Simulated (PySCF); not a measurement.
Si(F)2(OMe)(NH2) (CH5F2NOSi), SMILES CO[Si](N)(F)F.

The structure is a stationary point at PBE-D3(BJ)/def2-SVP. The structure was generated by enumeration, and PubChem lists no compound with its InChIKey, so it may never have been made. The values are those of a single conformer.

These are PBE-D3(BJ)/def2-SVP in PySCF values and carry that method's errors.

Frequencies are harmonic and unscaled.

```tsv
mode	ν (cm⁻¹)	IR (km/mol)	moving atoms (share of kinetic energy)
1	67	2.8	H 27 %, C 25 %, F 22 %, O 18 %
2	104	0.1	H 92 %
3	157	0.9	C 28 %, H 25 %, N 22 %, F 20 %
4	178	10.1	H 51 %, F 24 %, O 17 %
5	234	7.6	F 41 %, H 23 %, N 19 %, O 13 %
6	306	10.7	F 54 %, H 14 %, Si 13 %, O 9 %, C 8 %
7	327	13.6	H 49 %, F 21 %, N 16 %, O 9 %
8	346	64.0	F 31 %, H 22 %, O 20 %, Si 20 %
9	383	121.9	H 55 %, N 28 %, F 8 %
10	396	48.8	F 28 %, O 25 %, Si 20 %, N 14 %
11	694	12.1	F 32 %, O 27 %, N 21 %, C 9 %, H 8 %
12	773	0.8	H 65 %, N 16 %, F 15 %
13	887	156.5	Si 45 %, F 15 %, N 14 %, H 10 %, O 8 %
14	940	178.9	Si 49 %, F 25 %, N 17 %, H 9 %
15	955	190.1	Si 51 %, F 36 %
16	1122	159.8	H 39 %, O 30 %, C 29 %
17	1140	5.6	H 75 %, C 19 %
18	1180	152.6	H 39 %, O 34 %, C 24 %
19	1419	1.9	H 93 %
20	1425	2.5	H 92 %
21	1429	4.3	H 96 %
22	1484	61.6	H 88 %, N 11 %
23	2937	60.0	H 97 %
24	3017	27.9	H 90 %, C 10 %
25	3048	23.9	H 90 %, C 10 %
26	3510	37.0	H 96 %
27	3607	42.3	H 91 %, N 9 %
```
